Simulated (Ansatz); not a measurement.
Ansatz (a quantum-chemistry and plane-wave program) input (B3LYP-D3(BJ)/def2-TZVP):

Ansatz 0.2 input:
```yaml
crystal:
  periodic: [false, false, false]
  atoms:
    - {symbol: Sb, position_ang: [0.06926109, -0.44654854, 0.01206463]}
    - {symbol: I, position_ang: [-2.80034917, -1.40392318, 0.00871893]}
    - {symbol: I, position_ang: [-0.36021384, 2.32241440, -0.06274586]}
    - {symbol: I, position_ang: [3.09391554, -0.48879357, 0.04241756]}
basis:
  gaussian:
    orbitals: def2-TZVP
hamiltonian:
  xc: b3lyp
  dispersion: d3bj
total_charge: -1
magnetization: {spin_polarized: true, initial_magnetization: 1}
phonons: {temperatures: {t_min: 298.15, t_max: 298.15, t_step: 100}}
```

Output:

```
Functional definition: B3LYP
integrals: 0.30 GiB planned
1989 factors; integrals over basis functions are off by at most 3.6e-4 eV
mean field: 2.61 GiB planned
mean field evaluation 1: about -30855.5369 eV, gradient 1.4e1 eV
mean field evaluation 2: about -30850.6222 eV, gradient 3.3e1 eV
mean field evaluation 4: about -30856.7654 eV, gradient 1.1e0 eV
mean field evaluation 8: about -30856.7951 eV, gradient 5.0e-2 eV
mean field evaluation 16: about -30856.7951 eV, gradient 6.1e-5 eV
mean field -30856.79511972 eV, -1133.9663051629 hartree, gradient 5.9e-5 eV, S^2 0.753175; 0 other end points of the search recorded, 0 dependent functions left out
the calculation of the forces begins
reference -30856.79537234 eV, -1133.9663144463 hartree; 50, 49 occupied and 150, 151 virtual orbitals, 1989 factors
these checks for a lower state are left out or cut short: stability, starts, cluster_reference, orbital_swaps, neighbouring_geometries, increment
integrals: 0.30 GiB planned
1989 factors; integrals over basis functions are off by at most 3.6e-4 eV
mean field: 2.61 GiB planned
mean field -30856.79511310 eV, -1133.9663049196 hartree, gradient 2.5e-6 eV, S^2 0.753176; 0 other end points of the search recorded, 0 dependent functions left out
the calculation of the forces begins
reference -30856.79536572 eV, -1133.9663142032 hartree; 50, 49 occupied and 150, 151 virtual orbitals, 1989 factors
these checks for a lower state are left out or cut short: stability, starts, cluster_reference, orbital_swaps, neighbouring_geometries, increment
integrals: 0.30 GiB planned
1989 factors; integrals over basis functions are off by at most 3.6e-4 eV
mean field: 2.61 GiB planned
mean field -30856.79510000 eV, -1133.9663044380 hartree, gradient 2.3e-6 eV, S^2 0.753173; 0 other end points of the search recorded, 0 dependent functions left out
the calculation of the forces begins
reference -30856.79535261 eV, -1133.9663137212 hartree; 50, 49 occupied and 150, 151 virtual orbitals, 1989 factors
these checks for a lower state are left out or cut short: stability, starts, cluster_reference, orbital_swaps, neighbouring_geometries, increment
integrals: 0.30 GiB planned
1989 factors; integrals over basis functions are off by at most 3.6e-4 eV
mean field: 2.61 GiB planned
mean field evaluation 32: about -30856.7719 eV, gradient 1.0e-1 eV
mean field -30856.79500415 eV, -1133.9663009155 hartree, gradient 1.5e-6 eV, S^2 0.753174; 0 other end points of the search recorded, 0 dependent functions left out
the calculation of the forces begins
reference -30856.79525674 eV, -1133.9663101981 hartree; 50, 49 occupied and 150, 151 virtual orbitals, 1989 factors
these checks for a lower state are left out or cut short: stability, starts, cluster_reference, orbital_swaps, neighbouring_geometries, increment
integrals: 0.30 GiB planned
1989 factors; integrals over basis functions are off by at most 3.6e-4 eV
mean field: 2.62 GiB planned
mean field -30856.79523224 eV, -1133.9663092979 hartree, gradient 2.1e-6 eV, S^2 0.753175; 0 other end points of the search recorded, 0 dependent functions left out
the calculation of the forces begins
reference -30856.79548488 eV, -1133.9663185820 hartree; 50, 49 occupied and 150, 151 virtual orbitals, 1989 factors
these checks for a lower state are left out or cut short: stability, starts, cluster_reference, orbital_swaps, neighbouring_geometries, increment
integrals: 0.30 GiB planned
1989 factors; integrals over basis functions are off by at most 3.6e-4 eV
mean field: 2.61 GiB planned
mean field -30856.79502906 eV, -1133.9663018310 hartree, gradient 2.5e-6 eV, S^2 0.753174; 0 other end points of the search recorded, 0 dependent functions left out
the calculation of the forces begins
reference -30856.79528166 eV, -1133.9663111140 hartree; 50, 49 occupied and 150, 151 virtual orbitals, 1989 factors
these checks for a lower state are left out or cut short: stability, starts, cluster_reference, orbital_swaps, neighbouring_geometries, increment
integrals: 0.30 GiB planned
1989 factors; integrals over basis functions are off by at most 3.6e-4 eV
mean field: 2.61 GiB planned
mean field -30856.79520065 eV, -1133.9663081370 hartree, gradient 9.3e-7 eV, S^2 0.753175; 0 other end points of the search recorded, 0 dependent functions left out
the calculation of the forces begins
reference -30856.79545328 eV, -1133.9663174209 hartree; 50, 49 occupied and 150, 151 virtual orbitals, 1989 factors
these checks for a lower state are left out or cut short: stability, starts, cluster_reference, orbital_swaps, neighbouring_geometries, increment
integrals: 0.30 GiB planned
1989 factors; integrals over basis functions are off by at most 3.6e-4 eV
mean field: 2.62 GiB planned
mean field -30856.79499737 eV, -1133.9663006667 hartree, gradient 2.5e-6 eV, S^2 0.753173; 0 other end points of the search recorded, 0 dependent functions left out
the calculation of the forces begins
reference -30856.79524996 eV, -1133.9663099491 hartree; 50, 49 occupied and 150, 151 virtual orbitals, 1989 factors
these checks for a lower state are left out or cut short: stability, starts, cluster_reference, orbital_swaps, neighbouring_geometries, increment
integrals: 0.30 GiB planned
1989 factors; integrals over basis functions are off by at most 3.6e-4 eV
mean field: 2.61 GiB planned
mean field evaluation 64: about -30856.7721 eV, gradient 1.2e-1 eV
mean field -30856.79522783 eV, -1133.9663091357 hartree, gradient 1.0e-6 eV, S^2 0.753176; 0 other end points of the search recorded, 0 dependent functions left out
the calculation of the forces begins
reference -30856.79548047 eV, -1133.9663184201 hartree; 50, 49 occupied and 150, 151 virtual orbitals, 1989 factors
Total energy: -30857.23977587 eV, -1133.9826459747 hartree
Atom 0 at     0.069261    -0.446549     0.012065 Å, force    -0.000004     0.000028    -0.000001 eV/Å
Atom 1 at    -2.800349    -1.403923     0.008719 Å, force     0.000104    -0.000028     0.000002 eV/Å
Atom 2 at    -0.360214     2.322414    -0.062746 Å, force    -0.000009     0.000059    -0.000002 eV/Å
Atom 3 at     3.093916    -0.488794     0.042418 Å, force    -0.000091    -0.000059     0.000001 eV/Å
Dipole moment:    -0.031427     0.202618    -0.005474 e Å
Vibrations: 11.98 20.99 41.64 100.62 128.73 171.73 cm⁻¹, zero-point energy 0.029489 eV
```
